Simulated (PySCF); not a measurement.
C7H14F2.
Cartesian coordinates in Å at the PBE0-D3(BJ)/def2-SVP level; atoms count from 1:
```
atom  x, y, z in Å
C1     1.912   -1.132    0.756
C2     1.341   -0.010   -0.105
C3     2.380    1.088   -0.318
C4     0.063    0.606    0.476
C5    -1.167   -0.283    0.639
C6    -2.370    0.514    1.106
F7    -0.908   -1.229    1.633
C8    -1.471   -1.049   -0.637
F9    -2.692   -1.668   -0.568
H10    2.149   -0.759    1.766
H11    1.208   -1.965    0.877
H12    2.843   -1.522    0.316
H13    1.104   -0.427   -1.102
H14    3.300    0.682   -0.766
H15    2.004    1.883   -0.981
H16    2.656    1.555    0.642
H17    0.288    1.023    1.474
H18   -0.233    1.463   -0.152
H19   -3.213   -0.165    1.287
H20   -2.672    1.257    0.353
H21   -2.126    1.039    2.040
H22   -1.474   -0.355   -1.495
H23   -0.700   -1.818   -0.802
```

Level of theory: PBE0-D3(BJ)/def2-SVP geometry optimisation, gas phase in PySCF 2.14.0.

Take the most abundant isotopes and a rigid rotor. The values belong to one conformer with, in the numbering `[CH3:1][CH:2]([CH3:3])[CH2:4][C@:5]([CH3:6])([F:7])[CH2:8][F:9]`, C1–C2–C4–C5 -62°, C2–C4–C5–C6 -175°, C4–C5–C8–F9 -170°.

Problem. What are A, B and C (MHz)?

Solution. Ia = 199.50, Ib = 557.26, Ic = 570.69 u·Å²; 505379 MHz·u·Å²/I gives A = 2533, B = 906.9, C = 885.6 MHz.

Problem. What kind of rotor is it?

Solution. A near-prolate asymmetric top: κ = (2 × 906.9 − 2533 − 885.6)/(2533 − 885.6) = -0.97.

Problem. What does the inertial defect say?

Solution. Not planar: Δ = Ic − Ia − Ib = -186.07 u·Å². For a rigid frame Δ = −2 Σ m c², so Σ m c² = 93.04 u·Å² lies off the ab plane: 17.43 from hydrogen and 75.60 from heavier atoms. The atom farthest from that plane is 1.87 Å away.

Problem. Where do the levels up to J = 2 lie, in cm⁻¹?

Solution. Above 0(0,0):
J = 1: 1(0,1) 0.0598, 1(1,1) 0.1140, 1(1,0) 0.1148
J = 2: 2(0,2) 0.1794, 2(1,2) 0.2329, 2(1,1) 0.2350, 2(2,1) 0.3978, 2(2,0) 0.3978
Those of J = 1 are B + C, A + C and A + B.

Problem. Which types of transition are allowed, and where do some lines up to J = 5 fall?

Solution. The dipole components are |μa| = 1.65 D, |μb| = 1.12 D, |μc| = 1.51 D. The squared components, which scale the intensities, stand as 1.00 : 0.46 : 0.84 (a : b : c). Some lines, for components of 0.1 D or more:

```
type  branch         J(Ka,Kc)    MHz  lower level (cm⁻¹)
   b       R  3(1,2) ← 2(2,1)    530               0.398
   c       Q  3(1,3) ← 3(0,3)   1574               0.359
   c       Q  1(1,1) ← 1(0,1)   1626               0.060
   c       R  1(1,0) ← 0(0,0)   3440               0.000
   b       Q  3(2,1) ← 3(1,2)   4848               0.415
   b       Q  5(2,4) ← 5(1,5)   5072               0.946
   a       R  3(1,2) ← 2(1,1)   5409               0.235
   b       R  3(1,3) ← 2(0,2)   6950               0.179
   b       Q  3(3,1) ← 3(2,2)   8185               0.577
   a       R  5(0,5) ← 4(0,4)   8958               0.598
   a       R  5(2,3) ← 4(2,2)   8966               0.816
   b       R  3(2,2) ← 2(1,1)  10256               0.235
   b       R  5(1,5) ← 4(0,4)  10441               0.598
   c       Q  4(4,1) ← 4(3,1)  11459               1.089
   b       R  4(2,3) ← 3(1,2)  12017               0.415
   c       R  4(2,3) ← 3(1,3)  12145               0.411
   c       R  5(2,4) ← 4(1,4)  13980               0.649
   c       R  4(3,2) ← 3(2,2)  15356               0.577
   b       R  4(3,1) ← 3(2,2)  15356               0.577
   c       R  5(4,1) ← 4(3,1)  20422               1.089
   b       R  5(4,1) ← 4(3,2)  20422               1.089
```

PBE0-D3(BJ)/def2-SVP frequencies: not computed here. Constants of a rigid frame at the computed geometry: no zero-point averaging, no centrifugal distortion. A rigid rotor knows nothing of internal rotation, which can split or shift real lines.

Rough CPU time on one thread of a shared machine: about 2.6 min. These figures are those of the optimisation.
